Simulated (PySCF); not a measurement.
Sn: electron affinity

Sn⁻ [Kr] 4d10 5s2 5p3 (4S) → Sn [Kr] 4d10 5s2 5p2 (3P), as a difference of total energies. Computed with PySCF 2.14 in aug-cc-pVDZ-PP with ECP28MDF (5s4p3d, 32 functions), with scalar relativity through the core potential. Correlated levels: valence: 4s2 4p6 4d10 frozen. The calculations carry no spin-orbit coupling.

```csv
method,electron affinity (eV),difference from reference (eV)
UHF,0.968,-0.144
MP2 (valence),1.300,+0.188
SCS-MP2 (valence),1.173,+0.061
CCSD (valence),1.281,+0.169
CCSD(T) (valence),1.301,+0.189
CCSDT (valence),1.306,+0.194
```

Reference: 1.112 eV (measured; photodetachment measurements, as compiled on the Wikipedia data page of electron affinities).

The reference lies between the lowest fine-structure levels, while these numbers refer to the centres of the terms.

Errors of the correlated levels include the incompleteness of this basis and the frozen core.
